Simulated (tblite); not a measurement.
Compound: C6H9N3.
Numbering: `[CH3:1][CH2:2][c:3]1[cH:4][n:5][n:6][c:7]([CH3:8])[n:9]1` (hydrogens: H10, H11, H12 on C1; H13, H14 on C2; H15 on C4; H16, H17, H18 on C8)

Computed with GFN2-xTB (tblite), gas phase: Langevin dynamics at 400 K from the optimised GFN2-xTB geometry, time step 0.5 fs, friction 0.01 fs⁻¹, 2000 steps. The instantaneous temperature is 2·E(kin)/(3Nk) with all 3N coordinates.

```json
{"t (fs)": "0", "T (K)": "339", "E(pot) above start (eV)": "0.000", "C1–C2 (Å)": "1.531", "C2–C3 (Å)": "1.494", "C3–C4 (Å)": "1.403", "C4–N5 (Å)": "1.317", "N5–N6 (Å)": "1.303", "C1–H10 (Å)": "1.087", "C1–C2–C3–C4 (°)": "-85"}
{"t (fs)": "25", "T (K)": "250", "E(pot) above start (eV)": "0.569", "C1–C2 (Å)": "1.542", "C2–C3 (Å)": "1.546", "C3–C4 (Å)": "1.428", "C4–N5 (Å)": "1.321", "N5–N6 (Å)": "1.344", "C1–H10 (Å)": "1.101", "C1–C2–C3–C4 (°)": "-91"}
{"t (fs)": "50", "T (K)": "318", "E(pot) above start (eV)": "0.588", "C1–C2 (Å)": "1.507", "C2–C3 (Å)": "1.479", "C3–C4 (Å)": "1.408", "C4–N5 (Å)": "1.329", "N5–N6 (Å)": "1.330", "C1–H10 (Å)": "1.093", "C1–C2–C3–C4 (°)": "-98"}
{"t (fs)": "75", "T (K)": "258", "E(pot) above start (eV)": "0.691", "C1–C2 (Å)": "1.548", "C2–C3 (Å)": "1.498", "C3–C4 (Å)": "1.418", "C4–N5 (Å)": "1.324", "N5–N6 (Å)": "1.313", "C1–H10 (Å)": "1.102", "C1–C2–C3–C4 (°)": "-115"}
{"t (fs)": "100", "T (K)": "266", "E(pot) above start (eV)": "0.502", "C1–C2 (Å)": "1.525", "C2–C3 (Å)": "1.504", "C3–C4 (Å)": "1.417", "C4–N5 (Å)": "1.327", "N5–N6 (Å)": "1.312", "C1–H10 (Å)": "1.061", "C1–C2–C3–C4 (°)": "-125"}
{"t (fs)": "125", "T (K)": "243", "E(pot) above start (eV)": "0.461", "C1–C2 (Å)": "1.512", "C2–C3 (Å)": "1.503", "C3–C4 (Å)": "1.439", "C4–N5 (Å)": "1.342", "N5–N6 (Å)": "1.295", "C1–H10 (Å)": "1.068", "C1–C2–C3–C4 (°)": "-137"}
{"t (fs)": "150", "T (K)": "257", "E(pot) above start (eV)": "0.779", "C1–C2 (Å)": "1.510", "C2–C3 (Å)": "1.480", "C3–C4 (Å)": "1.452", "C4–N5 (Å)": "1.358", "N5–N6 (Å)": "1.325", "C1–H10 (Å)": "1.095", "C1–C2–C3–C4 (°)": "-143"}
{"t (fs)": "175", "T (K)": "364", "E(pot) above start (eV)": "0.619", "C1–C2 (Å)": "1.540", "C2–C3 (Å)": "1.475", "C3–C4 (Å)": "1.437", "C4–N5 (Å)": "1.370", "N5–N6 (Å)": "1.286", "C1–H10 (Å)": "1.105", "C1–C2–C3–C4 (°)": "-151"}
{"t (fs)": "200", "T (K)": "367", "E(pot) above start (eV)": "0.661", "C1–C2 (Å)": "1.542", "C2–C3 (Å)": "1.469", "C3–C4 (Å)": "1.414", "C4–N5 (Å)": "1.377", "N5–N6 (Å)": "1.297", "C1–H10 (Å)": "1.142", "C1–C2–C3–C4 (°)": "-149"}
{"t (fs)": "225", "T (K)": "305", "E(pot) above start (eV)": "0.822", "C1–C2 (Å)": "1.498", "C2–C3 (Å)": "1.460", "C3–C4 (Å)": "1.355", "C4–N5 (Å)": "1.382", "N5–N6 (Å)": "1.281", "C1–H10 (Å)": "1.077", "C1–C2–C3–C4 (°)": "-161"}
{"t (fs)": "250", "T (K)": "364", "E(pot) above start (eV)": "0.845", "C1–C2 (Å)": "1.534", "C2–C3 (Å)": "1.532", "C3–C4 (Å)": "1.366", "C4–N5 (Å)": "1.382", "N5–N6 (Å)": "1.293", "C1–H10 (Å)": "1.052", "C1–C2–C3–C4 (°)": "-170"}
{"t (fs)": "275", "T (K)": "371", "E(pot) above start (eV)": "0.698", "C1–C2 (Å)": "1.559", "C2–C3 (Å)": "1.518", "C3–C4 (Å)": "1.393", "C4–N5 (Å)": "1.367", "N5–N6 (Å)": "1.285", "C1–H10 (Å)": "1.111", "C1–C2–C3–C4 (°)": "-178"}
{"t (fs)": "300", "T (K)": "368", "E(pot) above start (eV)": "0.724", "C1–C2 (Å)": "1.599", "C2–C3 (Å)": "1.474", "C3–C4 (Å)": "1.400", "C4–N5 (Å)": "1.322", "N5–N6 (Å)": "1.331", "C1–H10 (Å)": "1.109", "C1–C2–C3–C4 (°)": "-176"}
{"t (fs)": "325", "T (K)": "413", "E(pot) above start (eV)": "0.741", "C1–C2 (Å)": "1.520", "C2–C3 (Å)": "1.487", "C3–C4 (Å)": "1.460", "C4–N5 (Å)": "1.285", "N5–N6 (Å)": "1.342", "C1–H10 (Å)": "1.048", "C1–C2–C3–C4 (°)": "-179"}
{"t (fs)": "350", "T (K)": "371", "E(pot) above start (eV)": "0.682", "C1–C2 (Å)": "1.514", "C2–C3 (Å)": "1.465", "C3–C4 (Å)": "1.489", "C4–N5 (Å)": "1.288", "N5–N6 (Å)": "1.361", "C1–H10 (Å)": "1.077", "C1–C2–C3–C4 (°)": "-175"}
{"t (fs)": "375", "T (K)": "363", "E(pot) above start (eV)": "0.621", "C1–C2 (Å)": "1.523", "C2–C3 (Å)": "1.492", "C3–C4 (Å)": "1.461", "C4–N5 (Å)": "1.296", "N5–N6 (Å)": "1.288", "C1–H10 (Å)": "1.146", "C1–C2–C3–C4 (°)": "-178"}
{"t (fs)": "400", "T (K)": "356", "E(pot) above start (eV)": "0.690", "C1–C2 (Å)": "1.561", "C2–C3 (Å)": "1.498", "C3–C4 (Å)": "1.410", "C4–N5 (Å)": "1.318", "N5–N6 (Å)": "1.271", "C1–H10 (Å)": "1.059", "C1–C2–C3–C4 (°)": "175"}
{"t (fs)": "425", "T (K)": "282", "E(pot) above start (eV)": "0.750", "C1–C2 (Å)": "1.563", "C2–C3 (Å)": "1.481", "C3–C4 (Å)": "1.393", "C4–N5 (Å)": "1.348", "N5–N6 (Å)": "1.274", "C1–H10 (Å)": "1.021", "C1–C2–C3–C4 (°)": "164"}
{"t (fs)": "450", "T (K)": "336", "E(pot) above start (eV)": "0.496", "C1–C2 (Å)": "1.508", "C2–C3 (Å)": "1.486", "C3–C4 (Å)": "1.391", "C4–N5 (Å)": "1.357", "N5–N6 (Å)": "1.278", "C1–H10 (Å)": "1.132", "C1–C2–C3–C4 (°)": "168"}
{"t (fs)": "475", "T (K)": "306", "E(pot) above start (eV)": "0.492", "C1–C2 (Å)": "1.528", "C2–C3 (Å)": "1.512", "C3–C4 (Å)": "1.421", "C4–N5 (Å)": "1.360", "N5–N6 (Å)": "1.303", "C1–H10 (Å)": "1.133", "C1–C2–C3–C4 (°)": "170"}
{"t (fs)": "500", "T (K)": "290", "E(pot) above start (eV)": "0.557", "C1–C2 (Å)": "1.503", "C2–C3 (Å)": "1.532", "C3–C4 (Å)": "1.426", "C4–N5 (Å)": "1.335", "N5–N6 (Å)": "1.311", "C1–H10 (Å)": "1.060", "C1–C2–C3–C4 (°)": "173"}
{"t (fs)": "525", "T (K)": "305", "E(pot) above start (eV)": "0.637", "C1–C2 (Å)": "1.479", "C2–C3 (Å)": "1.535", "C3–C4 (Å)": "1.422", "C4–N5 (Å)": "1.340", "N5–N6 (Å)": "1.329", "C1–H10 (Å)": "1.104", "C1–C2–C3–C4 (°)": "171"}
{"t (fs)": "550", "T (K)": "433", "E(pot) above start (eV)": "0.533", "C1–C2 (Å)": "1.522", "C2–C3 (Å)": "1.510", "C3–C4 (Å)": "1.379", "C4–N5 (Å)": "1.337", "N5–N6 (Å)": "1.324", "C1–H10 (Å)": "1.129", "C1–C2–C3–C4 (°)": "166"}
{"t (fs)": "575", "T (K)": "477", "E(pot) above start (eV)": "0.517", "C1–C2 (Å)": "1.558", "C2–C3 (Å)": "1.500", "C3–C4 (Å)": "1.394", "C4–N5 (Å)": "1.324", "N5–N6 (Å)": "1.273", "C1–H10 (Å)": "1.099", "C1–C2–C3–C4 (°)": "164"}
{"t (fs)": "600", "T (K)": "371", "E(pot) above start (eV)": "0.798", "C1–C2 (Å)": "1.537", "C2–C3 (Å)": "1.485", "C3–C4 (Å)": "1.371", "C4–N5 (Å)": "1.307", "N5–N6 (Å)": "1.272", "C1–H10 (Å)": "1.071", "C1–C2–C3–C4 (°)": "160"}
{"t (fs)": "625", "T (K)": "454", "E(pot) above start (eV)": "0.841", "C1–C2 (Å)": "1.540", "C2–C3 (Å)": "1.465", "C3–C4 (Å)": "1.367", "C4–N5 (Å)": "1.284", "N5–N6 (Å)": "1.320", "C1–H10 (Å)": "1.099", "C1–C2–C3–C4 (°)": "155"}
{"t (fs)": "650", "T (K)": "361", "E(pot) above start (eV)": "0.866", "C1–C2 (Å)": "1.552", "C2–C3 (Å)": "1.474", "C3–C4 (Å)": "1.412", "C4–N5 (Å)": "1.260", "N5–N6 (Å)": "1.383", "C1–H10 (Å)": "1.116", "C1–C2–C3–C4 (°)": "156"}
{"t (fs)": "675", "T (K)": "450", "E(pot) above start (eV)": "0.782", "C1–C2 (Å)": "1.568", "C2–C3 (Å)": "1.482", "C3–C4 (Å)": "1.376", "C4–N5 (Å)": "1.289", "N5–N6 (Å)": "1.351", "C1–H10 (Å)": "1.077", "C1–C2–C3–C4 (°)": "152"}
{"t (fs)": "700", "T (K)": "508", "E(pot) above start (eV)": "0.687", "C1–C2 (Å)": "1.509", "C2–C3 (Å)": "1.486", "C3–C4 (Å)": "1.413", "C4–N5 (Å)": "1.299", "N5–N6 (Å)": "1.310", "C1–H10 (Å)": "1.047", "C1–C2–C3–C4 (°)": "151"}
{"t (fs)": "725", "T (K)": "332", "E(pot) above start (eV)": "0.953", "C1–C2 (Å)": "1.502", "C2–C3 (Å)": "1.497", "C3–C4 (Å)": "1.415", "C4–N5 (Å)": "1.324", "N5–N6 (Å)": "1.286", "C1–H10 (Å)": "1.142", "C1–C2–C3–C4 (°)": "151"}
{"t (fs)": "750", "T (K)": "432", "E(pot) above start (eV)": "0.669", "C1–C2 (Å)": "1.585", "C2–C3 (Å)": "1.545", "C3–C4 (Å)": "1.404", "C4–N5 (Å)": "1.344", "N5–N6 (Å)": "1.257", "C1–H10 (Å)": "1.078", "C1–C2–C3–C4 (°)": "147"}
{"t (fs)": "775", "T (K)": "274", "E(pot) above start (eV)": "0.827", "C1–C2 (Å)": "1.569", "C2–C3 (Å)": "1.507", "C3–C4 (Å)": "1.456", "C4–N5 (Å)": "1.333", "N5–N6 (Å)": "1.297", "C1–H10 (Å)": "1.048", "C1–C2–C3–C4 (°)": "138"}
{"t (fs)": "800", "T (K)": "317", "E(pot) above start (eV)": "0.538", "C1–C2 (Å)": "1.533", "C2–C3 (Å)": "1.483", "C3–C4 (Å)": "1.428", "C4–N5 (Å)": "1.355", "N5–N6 (Å)": "1.311", "C1–H10 (Å)": "1.089", "C1–C2–C3–C4 (°)": "124"}
{"t (fs)": "825", "T (K)": "344", "E(pot) above start (eV)": "0.683", "C1–C2 (Å)": "1.522", "C2–C3 (Å)": "1.526", "C3–C4 (Å)": "1.402", "C4–N5 (Å)": "1.366", "N5–N6 (Å)": "1.330", "C1–H10 (Å)": "1.137", "C1–C2–C3–C4 (°)": "114"}
{"t (fs)": "850", "T (K)": "348", "E(pot) above start (eV)": "0.606", "C1–C2 (Å)": "1.560", "C2–C3 (Å)": "1.474", "C3–C4 (Å)": "1.380", "C4–N5 (Å)": "1.339", "N5–N6 (Å)": "1.312", "C1–H10 (Å)": "1.085", "C1–C2–C3–C4 (°)": "109"}
{"t (fs)": "875", "T (K)": "340", "E(pot) above start (eV)": "0.723", "C1–C2 (Å)": "1.562", "C2–C3 (Å)": "1.522", "C3–C4 (Å)": "1.355", "C4–N5 (Å)": "1.347", "N5–N6 (Å)": "1.343", "C1–H10 (Å)": "1.078", "C1–C2–C3–C4 (°)": "111"}
{"t (fs)": "900", "T (K)": "319", "E(pot) above start (eV)": "0.627", "C1–C2 (Å)": "1.552", "C2–C3 (Å)": "1.447", "C3–C4 (Å)": "1.383", "C4–N5 (Å)": "1.343", "N5–N6 (Å)": "1.362", "C1–H10 (Å)": "1.103", "C1–C2–C3–C4 (°)": "103"}
{"t (fs)": "925", "T (K)": "283", "E(pot) above start (eV)": "0.817", "C1–C2 (Å)": "1.542", "C2–C3 (Å)": "1.492", "C3–C4 (Å)": "1.406", "C4–N5 (Å)": "1.335", "N5–N6 (Å)": "1.334", "C1–H10 (Å)": "1.091", "C1–C2–C3–C4 (°)": "113"}
{"t (fs)": "950", "T (K)": "360", "E(pot) above start (eV)": "0.657", "C1–C2 (Å)": "1.580", "C2–C3 (Å)": "1.509", "C3–C4 (Å)": "1.404", "C4–N5 (Å)": "1.349", "N5–N6 (Å)": "1.339", "C1–H10 (Å)": "1.098", "C1–C2–C3–C4 (°)": "93"}
{"t (fs)": "975", "T (K)": "316", "E(pot) above start (eV)": "0.943", "C1–C2 (Å)": "1.500", "C2–C3 (Å)": "1.443", "C3–C4 (Å)": "1.425", "C4–N5 (Å)": "1.315", "N5–N6 (Å)": "1.349", "C1–H10 (Å)": "1.077", "C1–C2–C3–C4 (°)": "100"}
{"t (fs)": "1000", "T (K)": "443", "E(pot) above start (eV)": "0.472", "C1–C2 (Å)": "1.515", "C2–C3 (Å)": "1.504", "C3–C4 (Å)": "1.437", "C4–N5 (Å)": "1.314", "N5–N6 (Å)": "1.318", "C1–H10 (Å)": "1.126", "C1–C2–C3–C4 (°)": "97"}
```

**Question.** From 500 fs on, how do temperature and potential energy compare with equipartition?

**Answer.** The mean temperature of these 21 frames is 369 K against the target 400 K, and the mean potential energy 0.70 eV against 48 × kT/2 = 0.83 eV for 48 classical harmonic modes. For 18 atoms in a canonical ensemble the temperature itself scatters by T·√(2/(3N)) = 77 K; here its standard deviation is 68 K. The whole run lasts only 10 friction times of 100 fs, so these averages carry a wide statistical error.

**Question.** What are the kinetic and total energies of the listed frame with the highest potential energy?

**Answer.** The one at 725 fs, 0.953 eV above the start. Its kinetic energy is 3NkT/2 = 0.772 eV at 332 K, so the sum is 1.72 eV; over the listed frames the sum runs from 0.79 to 1.90 eV, since the thermostat adds and removes energy.

**Question.** How much do the listed bonds fluctuate from 500 fs on?

**Answer.** 
```
  bond  at the start (Å)  mean (Å)  standard deviation (Å)
 C1–C2             1.531     1.538                   0.029
 C2–C3             1.494     1.496                   0.027
 C3–C4             1.403     1.403                   0.025
 C4–N5             1.317     1.326                   0.025
 N5–N6             1.303     1.319                   0.030
C1–H10             1.087     1.093                   0.026
```

The motion is classical and holds no zero-point motion.

What follows is the cost of the whole dynamics run. On an Intel Xeon 6975P-C with one thread, on a shared host, this took 9.9 s of wall time and 0.19 GiB of memory at its peak.
